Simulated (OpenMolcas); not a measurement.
An OpenMolcas run meant for Xe³⁺ (ANO-R1, X2C; inactive shells 1s 2s 2p 3s 3p 3d 4s 4p 4d 5s; intended active space 3 electrons in 3 orbitals (5p)). One step of its input:

```
&RASSCF
FileOrb=start.orb
Symmetry=2
Spin=4
nActEl=3 0 0
Inactive=15 9
Ras2=0 3
CIRoot=4 4 1
SDav=1
CIMx=300
Iter=81 100
PrWF=0.3
OrbListing=Nothing
MaxOrb=0
Atom
>>> COPY $Project.JobIph JOB001
```

Lines from the output:

```
...
      Number of secondary orbitals              16
      Spin quantum number                      1.5
      State symmetry                             2
Orbital specifications:
      -----------------------

      Symmetry species                           1   2
                                                ag  au
      Frozen orbitals                            0   0
      Inactive orbitals                         15   9
      Active orbitals                            0   3
      RAS1 orbitals                              0   0
      RAS2 orbitals                              0   3
      RAS3 orbitals                              0   0
      Secondary orbitals                         6  10
      Deleted orbitals                           0   0
      Number of basis functions                 21  22
      Number of CSFs                             1
      Number of root(s) required                 4
 ************ ERROR ***********
  You can't ask for more roots
  than there are configurations
 ******************************
--- Stop Module: rasscf at  /rc=_RC_INPUT_ERROR_ ---
.####################.
.# User input error #.
.####################.
```

**Question.** What is wrong with the input?

**Answer.** CIRoot asks for more roots than the active space has configuration state functions.
